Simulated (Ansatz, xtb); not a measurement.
GaH4OSi: which of two isomers lies lower

Structure X: `[OH][Ga][SiH3]`, a doublet. Structure Y: `[SiH2][O][GaH2]`, a doublet. Both are isolated molecules in the gas phase, relaxed with r2SCAN-D4/def2-SVP; the shapes shown needn't be the lowest conformers.

X (Å):

```xyz
7

Ga   -0.1059   -0.6414    0.1104
O    -0.8940   -0.8528   -1.4950
Si    1.4169    1.3018    0.1905
H    -1.5004   -1.6001   -1.5826
H     0.9561    2.2154    1.2823
H     2.7849    0.8109    0.5464
H     1.4896    2.0686   -1.0926
```

Y (Å):

```yaml
atoms:
  - { symbol: Ga, position_ang: [3.9613, 0.7618, 0.0271] }
  - { symbol: O, position_ang: [2.2269, 1.0976, -0.2699] }
  - { symbol: Si, position_ang: [1.1705, 2.3283, -0.6083] }
  - { symbol: H, position_ang: [-0.1538, 2.0399, 0.0335] }
  - { symbol: H, position_ang: [1.6829, 3.6546, -0.1111] }
  - { symbol: H, position_ang: [4.8813, 2.0116, 0.1547] }
  - { symbol: H, position_ang: [4.2853, -0.7528, 0.1113] }
```

Q: Estimate E(Y) − E(X) at the level CCSD(T)/def2-SVP + ΔMP2/def2-TZVPP.

A: Calculated at CCSD(T)/def2-SVP + ΔMP2/def2-TZVPP: E(Y) − E(X) = −15.2 kJ/mol, so structure Y lies lower.

How the difference moves with the method:

```tsv
level	geometry	E(Y) − E(X) (kJ/mol)	departure from the last row (kJ/mol)	job, with rough time for the two
r2SCAN-D4/def2-SVP	r2SCAN-D4/def2-SVP	−5.2	+10.0	optimisation, 14 min
HF/def2-SVP	r2SCAN-D4/def2-SVP	−36.0	−20.8	part of the CCSD(T) run
MP2/def2-SVP	r2SCAN-D4/def2-SVP	−23.5	−8.3	part of the CCSD(T) run
CCSD(T)/def2-SVP	r2SCAN-D4/def2-SVP	−13.9	+1.3	single point
CCSD(T)/def2-SVP + ΔMP2/def2-TZVPP	r2SCAN-D4/def2-SVP	−15.2		single point, 96 s
```

As drawn, Y has 1 O–Si, 2 Ga–H in place of 1 Ga–Si, 1 O–H, 1 Si–H.

The levels shown agree on the order. The largest departure from CCSD(T)/def2-SVP + ΔMP2/def2-TZVPP is that of HF/def2-SVP, 20.8 kJ/mol. Levels run at GFN2-xTB geometries aren't shown. The last row adds to CCSD(T) the change of the MP2 difference between the two basis sets, here −1.3 kJ/mol.

With harmonic frequencies from r2SCAN-D4/def2-SVP (ideal gas, rigid rotor, one conformer each, 298.15 K, 1 atm): on the last row, ΔE + ΔZPE = −25.5 kJ/mol. A mode under 50 cm⁻¹ makes harmonic enthalpies and free energies unreliable, so none is given.

Open shells are spin-unrestricted. The correlated steps freeze 15 core orbitals; the filled d shell of Ga is correlated, in a basis made for valence electrons. Codes used: Ansatz 0.2.0; the last row on 1 thread of Intel(R) Xeon(R) Processor @ 2.50GHz (Skylake/Cascade Lake) on a shared host.
